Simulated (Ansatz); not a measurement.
System: BNH, charge 0, doublet. BNH (SMILES [B]=N, doublet).
B3LYP-D3(BJ)/def2-TZVP minimum from Ansatz (a first-principles code):
```xyz
3

B      0.0000     0.0000    -0.8356
N      0.0000     0.0000     0.3981
H      0.0000     0.0000     1.3912
```
Charge 0, spin multiplicity 2.

Total energies in aug-cc-pVTZ, 9 correlated electrons, 2 frozen orbitals. Open shells are spin-unrestricted; no spin-orbit coupling. Cores are frozen in correlated methods. No relativity. The UHF reference of HBN ([B]=N, doublet) is spin-contaminated (<S^2> up to 0.10 over the pure value in the sets run).

| method | program | energy (Eh) | minus CCSDT(Q) (mEh) |
|---|---|---|---|
| HF | Ansatz | -79.68063 | 297.76 |
| MP2 | Ansatz | -79.95266 | 25.73 |
| CCSD | Ansatz | -79.96259 | 15.80 |
| CCSD(T) | Ansatz | -79.97679 | 1.60 |
| CCSDT(Q) | Ansatz | -79.97839 | 0.00 |

Rough core times of Ansatz's runs on a shared machine: CCSD(T) 30 s, CCSDT(Q) 20 min.
